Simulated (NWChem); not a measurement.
Molecule: C$_{3}$H$_{5}$BO$_{2}$; SMILES C=CB(O)C=O

```xyz
11

C     -0.0157    -2.5510     0.0013
C     -0.7019    -1.3975    -0.0009
B      0.0050    -0.0166    -0.0008
O      1.3442     0.1071    -0.0008
C     -0.7483     1.4194    -0.0002
O     -0.0557     2.4177     0.0010
H      1.0799    -2.5511     0.0030
H     -0.5063    -3.5306     0.0015
H     -1.7983    -1.4492    -0.0025
H      1.5515     1.0600    -0.0001
H     -1.8647     1.5298    -0.0009
```
Atoms are numbered in this order, from 1.

Results from NWChem. Medium grid unless said otherwise, to which SCAN and Minnesota functionals are sensitive. Geometry: optimised at PBE0/def2-SVP. B3LYP is NWChem's, with the RPA form of VWN correlation.

Order these by “dipole (D)”, lowest first: LDA (Slater exchange, VWN5)/def2-TZVP; B3LYP/def2-TZVP; PBE/def2-TZVP.

PBE/def2-TZVP (1.84), LDA (Slater exchange, VWN5)/def2-TZVP (1.92), B3LYP/def2-TZVP (2.04)
